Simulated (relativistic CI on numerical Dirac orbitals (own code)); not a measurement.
Calculated at this level of theory: Dirac-Coulomb-Breit CI, KLI orbitals optimised for each configuration, QED by a radiative potential, unscaled Slater integrals (own radial code, finite nucleus).

The strongest absorption lines from the ground level of an ion, among the configurations computed and to levels below about 3260 eV (vacuum wavelength in nm, gf): 0.50427 (2.5), 0.50450 (1.8), 0.50525 (0.87), 0.50807 (0.86), 0.52017 (1.6), 0.52139 (0.85), 0.52292 (1.8), 0.52399 (0.77).

Which ion is it?
A. Tc³⁴⁺
B. Zr³³⁺
C. Se²⁵⁺
D. Zr³¹⁺

D. Zr³¹⁺ has 9 electrons and the ground level 2s2 2p5 2P°_3/2; the strongest line goes to 2s2 2p4 3d 2F_5/2. The pattern of lines fixes the number of electrons, and along that sequence the line energies rise steadily with the charge (about as its square where n changes within one kind of shell, about linearly where n is kept but much faster in heavy ions where fine structure, which grows about as Z⁴, sets the gap, and irregularly where shells cross), which fixes Z. Configurations outside the model, such as inner-shell arrays, can give stronger lines. At this charge energies of transitions that change n are usually good to better than 1 %, and those within a shell (Δn = 0) to a few per cent.

LS names give the leading component of a level, which can be under half, so a name can repeat, a term be missing and a line seem to break the LS rules.
